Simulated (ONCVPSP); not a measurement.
**S (Z = 16): one change to an ONCV potential, before and after**

| Quantity | Value |
| --- | --- |
| Element | sulfur (S) |
| Generator | ONCVPSP 4.0.1 |
| Type | optimised norm-conserving Vanderbilt (ONCV) |
| Functional | LDA (Perdew-Wang 92) |
| Relativity | scalar-relativistic |
| Frozen core | [Ne] |
| Valence charge | 6 |
| Reference configuration | 3s2 3p3 (charge +1) |
| Partial waves | 3s: rc 1.25 bohr, ncon 3, nbas 7, qcut 5.8 1/bohr, local; 3p: rc 1.70 bohr, ncon 4, nbas 7, qcut 4.4 1/bohr, 1 projector |
| Local potential | the s channel |
| Core correction | none |

Change: core [He], valence charge 14; reference 2s2 2p6 3s1 3p5; waves now 2s+3s: rc 0.70 bohr, ncon 4, nbas 7, qcut 22.5 1/bohr, 2 projectors; 2p+3p: rc 0.75 bohr, ncon 4, nbas 7, qcut 22.3 1/bohr, 2 projectors; local potential polynomial inside 0.55 bohr (lpopt 5, dvloc0 0 Ha).

Cutoffs: the cutoffs (Ha) at which the residual kinetic energy of the hardest occupied pseudo-wave falls to 1 and 0.1 mHa per electron; they do not see the model core or the augmentation charge, which bear on the density cutoff. Errors are all-electron minus pseudo energies relative to the spin-unpolarised reference configuration.

**Question.** What does the change do?

**Answer.** The potential gets harder (13 Ha and 23 Ha → 170 Ha and 193 Ha); neither file shows a bound ghost. The added semicore shells are compact, so their waves need more plane waves. Several settings change at once here, so the effects cannot be laid on one of them.

| quantity | base | changed |
| --- | --- | --- |
| cutoff, loose | 13 Ha | 170 Ha |
| cutoff, tight | 23 Ha | 193 Ha |
| loose cutoff by channel | s 13 Ha, p 6.2 Ha | s 144 Ha, p 170 Ha |
| bound ghosts | none | none |
| GHOST(+) flags under 300 eV | none | none |
| largest error over its own tests, meV | +76 | +30 |
